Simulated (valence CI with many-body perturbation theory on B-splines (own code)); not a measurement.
## Energy levels of Pm⁵⁶⁺

Calculated by relativistic CI+MBPT: three valence electrons over a frozen Dirac-Fock core [He], radial functions for each j: 11 s, 11 p, 10 d, 8 f, 5 g, 2 h, with the one-electron correlation potential Σ1 (screened to all orders), the two-electron term Σ2, the three-electron term Σ3, Breit, model QED; selected single and double excitations, second order for the rest, scaled by the run's own slope (own B-spline code, finite nucleus).

No measured spectrum was set against this ion. As an estimate, large intervals hold to a few tenths of a per cent, small ones and those within an open d or f shell to about a per cent.

Levels 46 to 90 of 165, with energies above the lowest level, (2s^2 2p1/2) J=1/2. "Leading %" is the weight of the configuration and term that name the level; weights of strongly mixed levels are sums over their largest components and can fall short. In the jj column 3d3/2^4 stands for four electrons in 3d with j = 3/2. Lifetimes count E1, E2, E3, M1 and M2 decay at the calculated energies, and are blank where another channel may lead or the interval is too uncertain; long ones can be off by a factor of two.

```csv
No.,Configuration,Term,J,E (× 10³ cm⁻¹),Leading %,Lifetime,g,Second component,Leading jj
46,2s 2p 3p,4P,3/2,61606,47,13.7 fs,1.631,25 % 2s 2p 3p 4S,2s 2p3/2 3p1/2 (100 %)
47,2s 2p 3p,2D,5/2,61626,43,5.44 fs,1.320,36 % 2s 2p 3p 4D,2s 2p3/2 3p1/2 (99 %)
48,2s 2p 3s,2P°,1/2,61645,91,6.51 fs,0.817,9 % 2s 2p 3s 4P°,2s 2p3/2 3s (99 %)
49,2s 2p 3s,2P°,3/2,61682,83,13.4 fs,1.379,16 % 2s 2p 3s 4P°,2s 2p3/2 3s (99 %)
50,2s 2p 3p,2P,1/2,62185,51,5.72 fs,1.234,22 % 2s 2p 3p 2S,2s 2p3/2 3p1/2 (98 %)
51,2s 2p 3p,2D,3/2,62197,62,7.98 fs,0.970,21 % 2s 2p 3p 2P,2s 2p3/2 3p1/2 (98 %)
52,2p2 3s,4P,3/2,62729,74,12.9 fs,1.620,15 % 2p2 3s 2P,2p1/2 2p3/2 3s (89 %)
53,2p2 3s,2P,1/2,62781,58,7.17 fs,1.309,28 % 2p2 3s 4P,2p1/2 2p3/2 3s (86 %)
54,2p2 3s,2D,5/2,62843,55,10.9 fs,1.324,30 % 2p2 3s 4P,2p1/2 2p3/2 3s (85 %)
55,2p2 3s,2D,3/2,62899,47,7.84 fs,1.144,17 % 2p2 3s 2P,2p1/2 2p3/2 3s (77 %)
56,2s 2p 3p,4D,7/2,62934,100,832 fs,1.410,,2s 2p3/2 3p3/2 (100 %)
57,2s 2p 3p,2P,3/2,63069,37,6.66 fs,1.356,23 % 2s 2p 3p 4S,2s 2p3/2 3p3/2 (69 %)
58,2p2 3p,4P°,1/2,63136,45,1.97 fs,1.761,26 % 2p2 3p 4D°,2p1/2 2p3/2 3p1/2 (93 %)
59,2s 2p 3p,4P,5/2,63169,47,7.09 fs,1.391,38 % 2s 2p 3p 2D,2s 2p3/2 3p3/2 (87 %)
60,2p2 3p,4D°,3/2,63178,50,1.78 fs,1.148,21 % 2p2 3p 2D°,2p1/2 2p3/2 3p1/2 (90 %)
61,2s 2p 3p,2S,1/2,63208,44,3.29 fs,1.392,34 % 2s 2p 3p 2P,2s 2p3/2 3p3/2 (87 %)
62,2p2 3p,2F°,5/2,63270,39,1.57 fs,1.086,24 % 2p2 3p 2D°,2p1/2 2p3/2 3p1/2 (80 %)
63,2s 2p 3d,4D°,5/2,63435,38,2.16 fs,1.201,18 % 2s 2p 3d 2D°,2s 2p3/2 3d3/2 (81 %)
64,2s 2p 3d,4F°,7/2,63455,48,1.53 fs,1.234,29 % 2s 2p 3d 2F°,2s 2p3/2 3d3/2 (91 %)
65,2s 2p 3d,4D°,3/2,63465,38,1.73 fs,1.326,38 % 2s 2p 3d 4P°,2s 2p3/2 3d3/2 (89 %)
66,2s 2p 3d,4P°,1/2,63487,79,1.96 fs,2.190,13 % 2s 2p 3d 4D°,2s 2p3/2 3d3/2 (93 %)
67,2p2 3p,2P°,3/2,63578,41,3.55 fs,1.321,26 % 2p2 3p 2D°,2p1/2 2p3/2 3p1/2 (97 %)
68,2s 2p 3p,2D,5/2,63585,74,7.40 fs,1.251,14 % 2s 2p 3p 4D,2s 2p3/2 3p3/2 (97 %)
69,2s 2p 3d,4F°,9/2,63688,100,26.8 ps,1.317,,2s 2p3/2 3d5/2 (100 %)
70,2s 2p 3p,2P,3/2,63698,58,7.91 fs,1.220,28 % 2s 2p 3p 2D,2s 2p3/2 3p3/2 (98 %)
71,2s 2p 3p,2S,1/2,63720,62,148 fs,1.725,20 % 2s 2p 3p 2P,2s 2p3/2 3p3/2 (99 %)
72,2s 2p 3d,2D°,5/2,63852,45,1.70 fs,1.306,32 % 2s 2p 3d 4P°,2s 2p3/2 3d5/2 (99 %)
73,2s 2p 3d,2D°,3/2,63853,51,1.96 fs,1.066,28 % 2s 2p 3d 4P°,2s 2p3/2 3d5/2 (66 %)
74,2s 2p 3d,2F°,7/2,63922,56,981 as,1.246,41 % 2s 2p 3d 4D°,2s 2p3/2 3d5/2 (91 %)
75,2s 2p 3d,2P°,1/2,64032,62,1.07 fs,0.680,27 % 2s 2p 3d 4D°,2s 2p3/2 3d5/2 (63 %)
76,2s 2p 3d,2F°,5/2,64036,68,1.45 fs,0.936,13 % 2s 2p 3d 4F°,2s 2p3/2 3d3/2 (97 %)
77,2s 2p 3d,2D°,3/2,64098,56,1.16 fs,0.993,39 % 2s 2p 3d 2P°,2s 2p3/2 3d3/2 (67 %)
78,2s 2p 3d,2P°,1/2,64129,97,1.64 fs,0.655,,2s 2p3/2 3d3/2 (64 %)
79,2s 2p 3d,2F°,7/2,64351,74,3.95 fs,1.176,12 % 2s 2p 3d 4D°,2s 2p3/2 3d5/2 (96 %)
80,2s 2p 3d,2D°,5/2,64466,62,979 as,1.145,23 % 2s 2p 3d 2F°,2s 2p3/2 3d5/2 (95 %)
81,2s 2p 3d,2P°,3/2,64487,74,1.39 fs,1.276,8 % 2s 2p 3d 4D°,2s 2p3/2 3d5/2 (98 %)
82,2p2 3p,4D°,5/2,64639,51,4.43 fs,1.408,34 % 2p2 3p 4P°,2p1/2 2p3/2 3p3/2 (98 %)
83,2p2 3p,2P°,1/2,64677,35,4.59 fs,1.588,32 % 2p2 3p 4P°,2p1/2 2p3/2 3p3/2 (99 %)
84,2p2 3p,2D°,3/2,64725,52,4.50 fs,1.149,22 % 2p2 3p 4P°,2p1/2 2p3/2 3p3/2 (98 %)
85,2p2 3p,2F°,7/2,64781,61,5.28 fs,1.225,35 % 2p2 3p 4D°,2p1/2 2p3/2 3p3/2 (96 %)
86,2p2 3p,2P°,3/2,64877,34,4.55 fs,1.402,31 % 2p2 3p 4S°,2p1/2 2p3/2 3p3/2 (100 %)
87,2p2 3p,2D°,5/2,64958,63,4.47 fs,1.178,17 % 2p2 3p 2F°,2p1/2 2p3/2 3p3/2 (98 %)
88,2p2 3d,4F,3/2,65018,43,4.50 fs,0.924,27 % 2p2 3d 2P,2p1/2 2p3/2 3d3/2 (99 %)
89,2p2 3d,4F,5/2,65029,54,12.0 fs,0.961,39 % 2p2 3d 2F,2p1/2 2p3/2 3d3/2 (99 %)
90,2p2 3d,4D,1/2,65055,80,8.55 fs,0.235,14 % 2p2 3d 2P,2p1/2 2p3/2 3d3/2 (100 %)
```
